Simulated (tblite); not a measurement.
Compound: C5H8O4Si.
SMILES with atom numbers: `[CH2:1]=[CH:2][C@@H:3]1[O:4][SiH2:5][O:6][C@@H:7]([CH:8]=[O:9])[O:10]1` (hydrogens: H11, H12 on C1; H13 on C2; H14 on C3; H15, H16 on Si5; H17 on C7; H18 on C8)

Structure used (GFN2-xTB), in Å, numbered top down from 1:
```
atom  x, y, z in Å
C1     2.818   -0.313    0.697
C2     1.700   -1.009    0.741
C3     0.469   -0.682   -0.063
O4     0.606    0.475   -0.811
Si5   -0.205    1.844   -0.459
O6    -1.632    1.345    0.194
C7    -1.763   -0.023    0.395
C8    -2.316   -0.689   -0.861
O9    -2.199   -1.846   -1.134
O10   -0.595   -0.614    0.870
H11    2.913    0.546    0.055
H12    3.674   -0.584    1.290
H13    1.570   -1.871    1.377
H14    0.276   -1.504   -0.779
H15    0.449    2.650    0.562
H16   -0.429    2.415   -1.773
H17   -2.504   -0.167    1.200
H18   -2.841    0.034   -1.512
```

Computed values, GFN2-xTB/tblite, gas phase, harmonic and unscaled. The method is semi-empirical: single wavenumbers can be off by several per cent or more. Modes of hydrogen on silicon can be 10 to 20 % off. One conformer, not necessarily the lowest.

Harmonic wavenumbers (cm⁻¹): 37.6, 57.5, 72.7, 100.1, 132.3, 212.5, 243.4, 337.9, 347.1, 405.3, 462.1, 535.9, 554.4, 607.1, 610.2, 645.2, 711.9, 726.5, 778.6, 794.8, 810.8, 851.1, 899.1, 940.8, 978.2, 992.1, 1016.3, 1021.6, 1062.9, 1115.0, 1166.0, 1226.7, 1252.8, 1258.7, 1292.2, 1309.1, 1329.5, 1390.7, 1718.1, 1808.1, 2326.5, 2382.4, 2784.5, 2807.1, 2862.8, 3094.0, 3109.1, 3139.7.

A = 1716, B = 1071, C = 788.5 MHz; mass 160.019 u (most abundant isotopes); point group C1, symmetry number 1.

**Question.** Zero-point energy?

**Answer.** ½Σν̃ = 27160 cm⁻¹ = 324.90 kJ/mol.

**Question.** Entropy at 400 K, 1 bar (ideal gas, RRHO, classical rotation)?

**Answer.** Translation 178.26, rotation 128.28, vibration 185.19: S = 491.7 J/(mol K).

**Question.** And Cp and H(400 K) − H(0)?

**Answer.** Cp = 215.43 J/(mol K), of which vibrations give 182.17 (their classical limit is 48 R = 399.1); H(400 K) − H(0) = 50.62 kJ/mol without the zero-point energy, 37.32 from vibrations.

**Question.** Which modes carry the vibrational entropy at 400 K?

**Answer.** 37.6 cm⁻¹: 24.96; 57.5 cm⁻¹: 21.43; 72.7 cm⁻¹: 19.49; 100.1 cm⁻¹: 16.85; 132.3 cm⁻¹: 14.57; 212.5 cm⁻¹: 10.75 J/(mol K); the other 42 give 77.15 together.

**Question.** How do the functions run with temperature in this model?

**Answer.** 
```json
{"T (K)": "50", "S (J/(mol K))": "257.0", "Cp (J/(mol K))": "61.6", "H − H(0) (kJ/mol)": "2.29", "G − H(0) (kJ/mol)": "-10.56", "ln q(vib)": "0.84"}
{"T (K)": "100", "S (J/(mol K))": "306.4", "Cp (J/(mol K))": "82.4", "H − H(0) (kJ/mol)": "5.91", "G − H(0) (kJ/mol)": "-24.72", "ln q(vib)": "2.41"}
{"T (K)": "298.15", "S (J/(mol K))": "434.9", "Cp (J/(mol K))": "172.0", "H − H(0) (kJ/mol)": "30.83", "G − H(0) (kJ/mol)": "-98.85", "ln q(vib)": "8.18"}
{"T (K)": "373.15", "S (J/(mol K))": "477.1", "Cp (J/(mol K))": "204.8", "H − H(0) (kJ/mol)": "44.98", "G − H(0) (kJ/mol)": "-133.06", "ln q(vib)": "10.30"}
{"T (K)": "500", "S (J/(mol K))": "543.7", "Cp (J/(mol K))": "249.9", "H − H(0) (kJ/mol)": "73.96", "G − H(0) (kJ/mol)": "-197.87", "ln q(vib)": "13.84"}
{"T (K)": "750", "S (J/(mol K))": "657.1", "Cp (J/(mol K))": "308.6", "H − H(0) (kJ/mol)": "144.42", "G − H(0) (kJ/mol)": "-348.43", "ln q(vib)": "20.49"}
{"T (K)": "1000", "S (J/(mol K))": "751.2", "Cp (J/(mol K))": "344.4", "H − H(0) (kJ/mol)": "226.38", "G − H(0) (kJ/mol)": "-524.82", "ln q(vib)": "26.59"}
```

q(vib) and H(0) count from the zero-point level.

Hindered rotation and anharmonicity are outside this model. Other conformers, if any are populated, would add a mixing term that is left out. The structure is chiral; the term R ln 2 for an equal mix with its mirror image is left out.

Time: 4.0 s wall, 2.5 s CPU. Hardware: an Intel Xeon at 2.50 GHz with one thread, shared host with 64 logical CPUs at a one-minute load of 27. The figure is for the frequency step alone.
